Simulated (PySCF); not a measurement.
Can point charges reproduce the dipole moment of `COC1(C(F)(F)F)CC1`?

Coordinates (PBE0-D3(BJ)/def2-SVP, Å) and charges (e) from the PBE0/pcSseg-1 density (PySCF):

```tsv
atom	x	y	z	Mulliken	IAO	Hirshfeld	ESP-fitted
C1	1.922	-0.789	0.195	-0.0295	-0.2007	-0.0435	+0.0105
O2	0.742	-0.525	0.915	-0.4847	-0.3708	-0.1312	-0.3052
C3	-0.301	0.027	0.205	-0.1439	+0.1520	+0.0360	+0.1429
C4	-1.084	-0.969	-0.616	+0.8926	+0.7904	+0.2528	+0.4016
F5	-1.543	-1.967	0.135	-0.2594	-0.2724	-0.0926	-0.1527
F6	-2.133	-0.390	-1.213	-0.2715	-0.2860	-0.0771	-0.1391
F7	-0.332	-1.515	-1.584	-0.2739	-0.2856	-0.0878	-0.1570
C8	-0.196	1.439	-0.291	-0.2015	-0.3064	-0.0958	-0.3322
C9	-1.062	1.112	0.891	-0.1545	-0.2826	-0.0916	-0.3265
H10	2.230	0.081	-0.413	+0.0928	+0.1227	+0.0368	+0.0370
H11	2.705	-0.997	0.936	+0.1258	+0.1572	+0.0519	+0.0832
H12	1.820	-1.661	-0.470	+0.1120	+0.1371	+0.0311	+0.0612
H13	-0.682	1.701	-1.234	+0.1469	+0.1608	+0.0487	+0.1482
H14	0.754	1.943	-0.101	+0.1485	+0.1577	+0.0546	+0.1892
H15	-0.689	1.370	1.884	+0.1516	+0.1665	+0.0579	+0.1751
H16	-2.146	1.145	0.767	+0.1486	+0.1601	+0.0499	+0.1637
```

**Question.** What dipole does each set of charges give (1 e·Å = 4.803 D), and what does the density give?

**Answer.** The full density gives (1.42, 1.80, -0.04) D, 2.29 D in size; dipole vectors point from the negative to the positive end.

| scheme | μx | μy | μz | size (D) | share of the full size (%) | angle to the full dipole (°) |
| --- | --- | --- | --- | --- | --- | --- |
| Mulliken | 1.31 | 2.84 | -0.72 | 3.21 | 140 | 18 |
| IAO | 2.03 | 2.56 | 0.09 | 3.26 | 142 | 3 |
| Hirshfeld | 0.61 | 0.91 | -0.05 | 1.10 | 48 | 5 |
| ESP-fitted | 1.44 | 1.84 | -0.03 | 2.34 | 102 | 0 |

**Question.** Which set comes closest?

**Answer.** Length of the difference vector: ESP-fitted 0.05 D, IAO 0.98 D, Hirshfeld 1.20 D, Mulliken 1.24 D. Closest: ESP-fitted. 

**Question.** What is left for the Hirshfeld atoms' own dipoles?

**Answer.** The shares of the density sum to the whole, so what Σ q r misses lies in dipoles about the nuclei. The atomic dipoles sum to (1.42, 1.80, -0.04) − (0.61, 0.91, -0.05) = (0.81, 0.89, 0.01) D, 1.20 D in size.

**Question.** With the origin at the mean of the coordinates, (0.000, 0.000, 0.000) Å, which are the largest single terms, by size, of the IAO dipole along the direction of the full one?

**Answer.** C4 -5.40, F5 +3.27, F6 +2.21, F7 +1.88, H14 +1.51 D; all 16 atoms together +3.26 D. The single terms depend on the origin, their sum doesn't.

**Question.** Give the size of the full dipole in other units.

**Answer.** 2.29 D = 0.903 au = 0.478 e·Å = 7.65 × 10⁻³⁰ C·m.

Geometry: PBE0-D3(BJ)/def2-SVP, one conformer, isolated molecule.

The values belong to the conformer `[CH3:1][O:2][C:3]1([C:4]([F:5])([F:6])[F:7])[CH2:8][CH2:9]1`: C1–O2–C3–C4 79°, O2–C3–C4–F5 56°.
